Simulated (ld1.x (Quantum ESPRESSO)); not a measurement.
calcium (Ca), ultrasoft: configuration errors across variants

calcium, ultrasoft, made with ld1.x (Quantum ESPRESSO) 7.5 (PBEsol, scalar-relativistic). Core [Ne], reference 3s2 3p6 3d0 4s2 4p0. Waves: 3s (bound): rcut 1.65, rcutus 2.10 bohr; 4s (bound): rcut 1.65, rcutus 2.10 bohr; 3p (bound): rcut 1.85, rcutus 2.50 bohr; 4p (bound, empty): rcut 1.85, rcutus 2.50 bohr; 3d (bound, empty): rcut 2.75, rcutus 3.25 bohr; 3d channel at 0.8 Ry: rcut 2.75, rcutus 3.25 bohr. Local part: all-electron potential smoothed inside 1.65 bohr (lloc = -1). Core correction: Bessel-smoothed model core, default radius (core density twice the valence density). Augmentation charge: PSQ, inside the norm-conserving radii.

All-electron excitation energies from the reference (eV): (1) 3s2 3p6 3d0 4s1 4p0 6.305; (2) 3s2 3p6 3d0 4s0 4p0 17.987; (3) 3s2 3p6 3d0 4s1.5 4p0 2.503; (4) 3s2 3p6 3d1 4s0 4p0 7.626.

The default core radius of the base comes out at 0.61 bohr.

On the changes marked as counting shells twice: ld1.x takes every shell without a wave as core, so the model core holds the marked electrons as well and exchange and correlation see them twice. This cancels in the reference configuration, but the file is broken for other ones, and its errors say nothing about a proper core correction.

The overlap operator is not positive definite (basis up to 400 Ry) in “base”, “local potential all-electron potential smoothed inside 2.24 bohr (lloc = -1)”, “augmentation built from norm-conserving waves at rcut, not smoothed further”, “waves 3d (bound): rcut 2.46, rcutus 2.60 bohr; 3d channel at 0.8 Ry: rcut 2.46, rcutus 2.60 bohr”, “local potential all-electron potential smoothed inside 1.70 bohr (lloc = -2)”, “core correction Bessel-smoothed model core inside 2.34 bohr”, “wave 3d channel at 0.8 Ry: rcut 2.75, rcutus 3.25 bohr becomes 3d channel at 2.44 Ry: rcut 2.75, rcutus 3.25 bohr”. Such files are unfit for use, however small their errors in these radial tests.

3 further variants failed, have other tests or another functional or relativity, and are left out.

The file “augmentation built from norm-conserving waves at rcut, not smoothed further” misses its own reference levels by 2.2 eV.

Errors AE − PS in meV (a dash: test not solved or not reliable):

```tsv
change	(1)	(2)	(3)	(4)	bound ghosts
base	-2.2	-21	-0.4	-45	not determined (overlap not positive)
local potential all-electron potential smoothed inside 2.24 bohr (lloc = -1)	–	–	–	–	not determined (overlap not positive)
augmentation built from norm-conserving waves at rcut, not smoothed further	–	–	–	–	not determined (overlap not positive)
waves 3d (bound): rcut 2.46, rcutus 2.60 bohr; 3d channel at 0.8 Ry: rcut 2.46, rcutus 2.60 bohr	-2.2	-21	-0.4	-125	not determined (overlap not positive)
local potential all-electron potential smoothed inside 1.70 bohr (lloc = -2)	+1.0	-3.3	+0.2	+28	not determined (overlap not positive)
core correction Bessel-smoothed model core inside 2.34 bohr	-2.0	-19	-0.4	-45	not determined (overlap not positive)
wave 3d channel at 0.8 Ry: rcut 2.75, rcutus 3.25 bohr becomes 3d channel at 2.44 Ry: rcut 2.75, rcutus 3.25 bohr	-2.2	-21	-0.4	-50	not determined (overlap not positive)
type TM; waves now 3s (bound): rc 2.10 bohr; 3p (bound): rc 2.50 bohr; 3d (bound): rc 3.25 bohr; local potential all-electron potential smoothed inside 1.95 bohr (lloc = -1) (4s counted twice)	+106	-146	+78	+50	none
```

**Question.** Give the same row for: waves 3p (bound): rcut 1.85, rcutus 3.50 bohr; 4p (bound): rcut 1.85, rcutus 3.50 bohr.

**Answer.** -1.1, -8.7, -0.2, +3.5; bound ghosts: none.
